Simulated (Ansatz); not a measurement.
Computed with frozen-core CCSD(T)/cc-pVQZ // r2SCAN-D4/def2-TZVP in Ansatz (a quantum-chemistry and plane-wave program). The restricted HF reference is unstable towards unrestricted orbitals.

Ansatz 0.2 input:
```yaml
crystal:
  periodic: [false, false, false]
  atoms:
    - { symbol: C, position_ang: [-1.436155, -0.208217, 0.006334] }
    - { symbol: N, position_ang: [-0.52432, 0.210065, -0.765961] }
    - { symbol: C, position_ang: [0.762885, 0.374199, -0.255689] }
    - { symbol: N, position_ang: [1.362982, -0.556236, 0.367517] }
    - { symbol: H, position_ang: [-2.428474, -0.396984, -0.400999] }
    - { symbol: H, position_ang: [-1.266388, -0.389759, 1.073402] }
    - { symbol: H, position_ang: [1.19969, 1.343744, -0.522806] }
    - { symbol: H, position_ang: [2.312306, -0.264517, 0.601014] }
basis:
  gaussian: { orbitals: cc-pVQZ }
correlation:
  method: ccsd_t
```

Output:

```
Functional definition: HF
2012 factors; integrals over basis functions are off by at most 9.9e-4 eV
mean field evaluation 1: about -5085.3199 eV, gradient 3.6e1 eV
mean field evaluation 2: about -5085.3208 eV, gradient 3.6e1 eV
mean field evaluation 4: about -5088.4076 eV, gradient 3.9e0 eV
mean field evaluation 8: about -5088.4689 eV, gradient 2.4e-1 eV
mean field evaluation 16: about -5088.4628 eV, gradient 1.0e0 eV
mean field -5088.46927169 eV, -186.9977966464 hartree, gradient 4.1e-6 eV, S^2 0.000000; 0 other end points of the search recorded, 0 dependent functions left out; unrestricted orbitals would lower it
4 core orbitals not correlated
reference -5088.46927169 eV, -186.9977966464 hartree; 11, 11 occupied and 325, 325 virtual orbitals, 2012 factors
second order -20.89124759 eV of doubles, -0.00000000 eV of singles
cycle   1  -20.55381862 eV  change    3.4e-1 eV  update   1.0e-1
cycle   2  -21.12571408 eV  change   -5.7e-1 eV  update   3.3e-2
cycle   3  -21.25625893 eV  change   -1.3e-1 eV  update   1.7e-2
cycle   4  -21.24109051 eV  change    1.5e-2 eV  update   4.5e-3
cycle   5  -21.24266634 eV  change   -1.6e-3 eV  update   2.5e-3
cycle   6  -21.24382646 eV  change   -1.2e-3 eV  update   7.8e-4
cycle   7  -21.24332220 eV  change    5.0e-4 eV  update   4.1e-4
cycle   8  -21.24324916 eV  change    7.3e-5 eV  update   1.7e-4
cycle   9  -21.24333911 eV  change   -9.0e-5 eV  update   8.0e-5
cycle  10  -21.24328861 eV  change    5.0e-5 eV  update   4.4e-5
cycle  11  -21.24330708 eV  change   -1.8e-5 eV  update   1.9e-5
cycle  12  -21.24331870 eV  change   -1.2e-5 eV  update   6.8e-6
perturbative correction -1.05479824 eV, -0.0387631205 hartree
Total energy: -5110.76738864 eV, -187.8172373300 hartree
```

Cost: very roughly 25 core-minutes.
